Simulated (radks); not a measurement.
The numbers below are computed, except where a source is named.
Isoelectronic series with 7 electrons, each ion in its NIST ground configuration. Level of theory: non-relativistic Kohn-Sham, PBEsol, spin-polarised, spherical densities, point nucleus; open shells are filled with parallel spins first (a radial shooting solver on a logarithmic mesh with Libxc functionals). Total energies (hartree) and screening constants sigma, defined by e = -(Z - sigma)^2 / (2 n^2) hartree (* marks an orbital that is empty in some or all of the ions):

ion   configuration  E (hartree)  2p down*  2p up  2s down  2s up
N      [He] 2s2 2p3    -54.32703     5.915  5.442    4.891  4.593
O+     [He] 2s2 2p3    -74.25148     5.551  5.220    4.772  4.515
F2+    [He] 2s2 2p3    -97.44000     5.404  5.110    4.699  4.461
Ne3+   [He] 2s2 2p3   -123.88650     5.318  5.042    4.648  4.422
Mg5+   [He] 2s2 2p3   -186.54304     5.219  4.961    4.583  4.372
Al6+   [He] 2s2 2p3   -222.75048     5.188  4.934    4.561  4.354
Si7+   [He] 2s2 2p3   -262.20972     5.163  4.913    4.543  4.339
